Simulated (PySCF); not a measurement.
Species: C3H3Br.
Bonds: Br1–C2, C2–C3, C3–C4 (double), C2–C4. Hydrogens: H5 on C2; H6 on C3; H7 on C4.

A GFN2-xTB structure was refined with PBE0-D3(BJ)/def2-SVP geometry optimisation, gas phase in PySCF. Its GFN2-xTB values:

| coordinate | GFN2-xTB |
| --- | --- |
| Br1–C2 | 1.975 Å |
| C2–C3 | 1.480 Å |
| C2–H5 | 1.081 Å |
| C3=C4 | 1.305 Å |
| C3–H6 | 1.062 Å |
| C4–H7 | 1.062 Å |
| Br1–C2–C3 | 119.6° |
| Br1–C2–H5 | 108.4° |
| C2–C3–C4 | 63.8° |
| C2–C3–H6 | 144.8° |
| C3–C2–C4 | 52.3° |
| C3–C2–H5 | 123.7° |
| C4–C3–H6 | 151.3° |

Question: How do these coordinates change at the PBE0-D3(BJ)/def2-SVP level?

Answer: 
```csv
coordinate,PBE0-D3(BJ)/def2-SVP (Å or °),change
C4–H7,1.087,+0.025
C3–H6,1.087,+0.025
C2–H5,1.096,+0.015
C2–C3,1.468,-0.012
Br1–C2,1.967,-0.008
C3=C4,1.305,0.000
Br1–C2–H5,107.1,-1.3
C2–C3–H6,145.6,+0.8
C4–C3–H6,150.7,-0.6
C3–C2–H5,124.3,+0.6
C3–C2–C4,52.8,+0.5
Br1–C2–C3,120.0,+0.4
C2–C3–C4,63.6,-0.2
```

The energy falls by 0.84 kcal/mol over 5 energy and gradient evaluations, the largest force component goes from 0.0228 to 2.4e-04 Eh/bohr, and the atoms move by 0.015 Å rms after alignment. Among the bonds, C3–H6 and C4–H7 change most and about equally (+0.025 Å). Bonds longer at the end by more than 0.005 Å: 3 of 7; shorter: 3. Rotational constants go from 20851, 2598, 2517 to 20868, 2619, 2534 MHz.

The run used 89 basis functions and 30 SCF cycles in all.

No PBE0-D3(BJ)/def2-SVP frequencies stand behind this structure, so it isn't proved a minimum.
